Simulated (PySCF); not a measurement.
Identify the unknown among the candidates.

All candidates are C7H7N.

- UV, first state: lowest singlet excitation: 6.29 eV (197 nm, f = 0.116) [TDDFT PBE0/def2-SVPD]
- XPS: C1s 290.6, C1s 290.7, C1s 291.2, C1s 291.3, C1s 291.4, C1s 291.9, C1s 292.0, N1s 404.6 eV [ΔSCF SCAN, pcX-2 on the ionised atom, pcseg-1 elsewhere, spin-free X2C]
- Rotational structure: rotational constants A, B, C: 4.444, 1.750, 1.498 GHz [PBE0-D3(BJ)/def2-SVP]
- Polarisability: 79.0 au [PBE0/def2-SVPD]
- Dipole: 4.36 D [PBE0/def2-SVPD]
- 13C NMR: chemical shifts (computed TMS as zero) by class: 143.2 (1 C), 137.8 (1 C), 127.2 (1 C), 42.5 (1 C), 37.7 (1 C), 26.9 (1 C), 13.9 (1 C) ppm [GIAO PBE0/pcSseg-1]
- Triplet: lowest triplet excitation (Tamm–Dancoff): 4.04 eV [TDA PBE0/def2-SVPD]

The electronic properties come from PySCF, for the isolated species, density fitting. Levels stand in brackets. Geometry: PBE0-D3(BJ)/def2-SVP; no solvent, vibrations or thermal averaging. NMR classes are plain means over equivalent atoms (diastereotopic ones count apart unless rotation or inversion swaps them), as if these changed places fast.

Problem. Which candidate is it?
A. `C=C[C@@H]1[C@H]2[C@@H](C#N)[C@@H]12`
B. `N#C[C@@]12CC=C[C@@H]1C2`
C. `N#C[C@]12C[C@@H]3[C@H](C1)[C@@H]32`

Solution. B. It is `N#C[C@@]12CC=C[C@@H]1C2`. Numbering: `[N:1]#[C:2][C@@:3]12[CH2:4][CH:5]=[CH:6][C@@H:7]1[CH2:8]2`. Its formula, C7H7N, gives 5 degrees of unsaturation: 2 rings and 3 π bonds in the structure found. 7 carbons fall into 7 classes; from least to most shielded: alkene CH carbon [C6] (143.2 ppm), alkene CH carbon [C5] (137.8 ppm), nitrile carbon [C2] (127.2 ppm), allylic carbon [C4] (42.5 ppm), sp3 carbon at a ring junction [C7] (37.7 ppm), three-membered-ring carbon [C8] (26.9 ppm), sp3 carbon at a ring junction [C3] (13.9 ppm). The core levels belong to: C1s 290.6 eV, alkene CH carbon [C5]; C1s 290.7 eV, alkene CH carbon [C6]; C1s 291.2 eV, three-membered-ring carbon [C8]; C1s 291.3 eV, sp3 carbon at a ring junction [C7]; C1s 291.4 eV, allylic carbon [C4]; C1s 291.9 eV, nitrile carbon [C2]; C1s 292.0 eV, sp3 carbon at a ring junction [C3]; N1s 404.6 eV, nitrile nitrogen [N1]. S1 is mainly HOMO→LUMO (weight 0.88); the largest Löwdin shares of the orbital it empties are 0.30 on an alkene CH carbon, 0.27 on an alkene CH carbon, 0.10 on an sp3 carbon at a ring junction and 0.09 on the three-membered-ring carbon, of the orbital it fills 0.30 on each of 2 atoms of one kind (alkene CH carbon), 0.06 on an sp3 carbon at a ring junction and 0.06 on the allylic carbon. The optimised geometry has point group C1 and is an asymmetric top.

The others, at the same levels:
- `N#C[C@]12C[C@@H]3[C@H](C1)[C@@H]32` fails: it has 5 carbon classes against 7; its computed 13C shifts are 124.5 (1 C), 42.9 (1 C), 42.0 (2 C), 33.9 (1 C), 17.7 (2 C) ppm, core binding energies are C1s 290.9, C1s 291.1 (×2), C1s 291.2 (×2), C1s 292.0, C1s 292.0, N1s 404.7 eV and lowest singlet excitation is 6.71 eV (185 nm, f = 0.001) (against 6.29 eV).
- `C=C[C@@H]1[C@H]2[C@@H](C#N)[C@@H]12` fails: its computed core binding energies are C1s 290.5, C1s 291.0, C1s 291.5 (×2), C1s 291.6, C1s 292.0, C1s 292.5, N1s 404.8 eV, lowest singlet excitation is 6.55 eV (189 nm, f = 0.003) (against 6.29 eV) and static isotropic polarisability is 81.0 au (against 79.0 au).

Each candidate is one conformer, not necessarily the lowest. Dipoles, sizes and rotational constants follow the conformer. The torsions of the flexible species, by atom-mapped SMILES:
- `[CH2:1]=[CH:2][C@@H:3]1[C@H:4]2[C@@H:5]([C:6]#[N:7])[C@@H:8]12`: C1–C2–C3–C4 33°

The conformers of `N#C[C@@]12CC=C[C@@H]1C2` aren't listed.
